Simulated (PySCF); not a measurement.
Species: `CC[C@H](O)C(F)(F)F`. The columns A, B, C and D hold Mulliken, IAO, Hirshfeld and ESP-fitted charges (e) of one PBE0/pcSseg-1 density (PySCF), in a shuffled order. Coordinates in Å (GFN2-xTB); the density's dipole moment is (1.30, 0.69, 0.42) D.

```json
{"atom": "C1", "x": "1.549", "y": "-0.820", "z": "-0.612", "A": "-0.283", "B": "-0.423", "C": "-0.121", "D": "-0.425"}
{"atom": "C2", "x": "0.597", "y": "-0.684", "z": "0.568", "A": "-0.251", "B": "+0.118", "C": "-0.075", "D": "-0.261"}
{"atom": "C3", "x": "-0.272", "y": "0.575", "z": "0.509", "A": "-0.022", "B": "+0.036", "C": "+0.022", "D": "+0.057"}
{"atom": "O4", "x": "-0.940", "y": "0.694", "z": "1.733", "A": "-0.432", "B": "-0.622", "C": "-0.218", "D": "-0.537"}
{"atom": "C5", "x": "-1.296", "y": "0.517", "z": "-0.638", "A": "+0.806", "B": "+0.479", "C": "+0.255", "D": "+0.783"}
{"atom": "F6", "x": "-2.231", "y": "1.475", "z": "-0.474", "A": "-0.286", "B": "-0.200", "C": "-0.097", "D": "-0.291"}
{"atom": "F7", "x": "-0.741", "y": "0.742", "z": "-1.837", "A": "-0.268", "B": "-0.188", "C": "-0.082", "D": "-0.282"}
{"atom": "F8", "x": "-1.951", "y": "-0.643", "z": "-0.721", "A": "-0.262", "B": "-0.153", "C": "-0.083", "D": "-0.274"}
{"atom": "H9", "x": "1.010", "y": "-0.962", "z": "-1.544", "A": "+0.128", "B": "+0.116", "C": "+0.031", "D": "+0.147"}
{"atom": "H10", "x": "2.175", "y": "0.064", "z": "-0.706", "A": "+0.112", "B": "+0.103", "C": "+0.040", "D": "+0.139"}
{"atom": "H11", "x": "2.194", "y": "-1.681", "z": "-0.459", "A": "+0.123", "B": "+0.114", "C": "+0.047", "D": "+0.150"}
{"atom": "H12", "x": "-0.059", "y": "-1.552", "z": "0.636", "A": "+0.136", "B": "+0.033", "C": "+0.036", "D": "+0.151"}
{"atom": "H13", "x": "1.160", "y": "-0.620", "z": "1.500", "A": "+0.138", "B": "+0.062", "C": "+0.047", "D": "+0.154"}
{"atom": "H14", "x": "0.353", "y": "1.462", "z": "0.306", "A": "+0.124", "B": "+0.092", "C": "+0.038", "D": "+0.132"}
{"atom": "H15", "x": "-1.553", "y": "1.440", "z": "1.716", "A": "+0.237", "B": "+0.431", "C": "+0.160", "D": "+0.357"}
```

**Question.** Which column most likely holds the ESP-fitted charges?

**Answer.** B. Σ q r misses the density's dipole by 0.04 D (B), 0.83 D (C), 1.11 D (D), 1.88 D (A). Charges fitted to the outside potential are the only set here that is tied to the molecule's multipoles.

**Question.** And the Hirshfeld charges?

**Answer.** C. The mean sizes are 0.090 e (C), 0.211 e (B), 0.241 e (A), 0.276 e (D), and Hirshfeld charges are commonly the smallest of these schemes.

As computed, A = Mulliken, B = ESP-fitted, C = Hirshfeld, D = IAO. Hydrogens on carbon: Mulliken +0.11 to +0.14, ESP-fitted +0.03 to +0.12, Hirshfeld +0.03 to +0.05, IAO +0.13 to +0.15 e.

The IAO scheme counts the electrons in orthogonalised intrinsic atomic orbitals, a minimal basis polarised so that it spans the occupied orbitals exactly. The Mulliken scheme counts on each atom the diagonal of the density matrix times the overlap matrix over that atom's basis functions.

Geometry: GFN2-xTB, one conformer, isolated molecule.

The values belong to the conformer `[CH3:1][CH2:2][C@H:3]([OH:4])[C:5]([F:6])([F:7])[F:8]`: C1–C2–C3–O4 -171°, C2–C3–C5–F6 166°, H–O4–C3–C2 -176°.
